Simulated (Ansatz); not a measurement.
The same hydrogen abstraction along the group B, Ga, In.

Calculated with Ansatz (gas phase, PBE0-D4/def2-TZVP geometries, no zero-point term in ΔE). CCSD(T)/CBS is the MP2 limit (def2-TZVPP, def2-QZVPP) plus CCSD(T) − MP2 in def2-TZVPP, frozen cores. This one scheme is used for every species. Functionals use def2-TZVPP. B3LYP here is the variant with VWN-RPA as its local correlation; programs differ in this. No spin–orbit coupling; open shells (•) take unrestricted orbitals. Elements past krypton have def2 core potentials. For Ga, In outer-core shells are correlated without core-valence functions, which leaves a few kJ/mol of doubt a bond. Scalar relativity is left out up to krypton.

```json
{"reaction": "`BOC` + `[CH3]`• → `[BH]OC`• + CH₄", "ωB97X-V (eV)": "-0.06", "RPA@PBE/def2-TZVPP (eV)": "-0.05", "B3LYP-D4 (eV)": "-0.07"}
{"reaction": "`C[O][GaH2]` + `[CH3]`• → `C[O][GaH]`• + CH₄", "ωB97X-V (eV)": "-1.19", "RPA@PBE/def2-TZVPP (eV)": "-1.17", "B3LYP-D4 (eV)": "-1.27"}
{"reaction": "`C[O][InH2]` + `[CH3]`• → `C[O][InH]`• + CH₄", "ωB97X-V (eV)": "-1.56", "RPA@PBE/def2-TZVPP (eV)": "-1.58", "B3LYP-D4 (eV)": "-1.69"}
```

(1) Give the CCSD(T)/CBS values in the same order. (Estimate.)

Largest T1 diagnostic: 0.020, for `C[O][InH]`•.

Answers

(1) The calculation gave: -0.05, -1.13, -1.59 eV.
